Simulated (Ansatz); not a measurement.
One change: `C[SiH2]CC=S` becomes `C[SiH2][CH2][GeH3]`.

Ansatz, PBE0-D4/def2-TZVP geometries, multiplicity 1. Each molecule was computed in one conformer, which needn't be the lowest.

Scalar relativity is left out up to krypton.

| property | `C[SiH2]CC=S` |
| --- | --- |
| HOMO energy (B3LYP/def2-TZVPP) / eV | -6.10 |
| HOMO energy (PBE/def2-TZVPP) / eV | -5.10 |
| size of the dipole moment (ωB97M-V/def2-TZVPP) / D | 2.93 |
| HOMO–LUMO gap (PBE0/def2-TZVPP) / eV | 4.32 |
| HOMO–LUMO gap (PBE/def2-TZVPP) / eV | 2.20 |
| HOMO energy (PBE0/def2-TZVPP) / eV | -6.33 |

Problem. What does the change do to each property? (An estimate is asked.)

Solution. Ansatz gave: 
```
                                          property  `C[SiH2][CH2][GeH3]`  shift
               HOMO energy (B3LYP/def2-TZVPP) / eV                 -8.21  -2.11
                 HOMO energy (PBE/def2-TZVPP) / eV                 -7.20  -2.10
size of the dipole moment (ωB97M-V/def2-TZVPP) / D                  0.66  -2.27
              HOMO–LUMO gap (PBE0/def2-TZVPP) / eV                  9.06   4.74
               HOMO–LUMO gap (PBE/def2-TZVPP) / eV                  7.06   4.86
                HOMO energy (PBE0/def2-TZVPP) / eV                 -8.42  -2.09
```

With PBE0 the HOMO falls by 2.09 eV and the LUMO rises by 2.66 eV, so the gap widens by about 4.75 eV. PBE moves the HOMO by -2.10 eV and ωB97M-V by -2.02 eV. Dipoles are sizes alone; their direction can turn.

B3LYP here is the variant with VWN-RPA as its local correlation; programs differ in this.
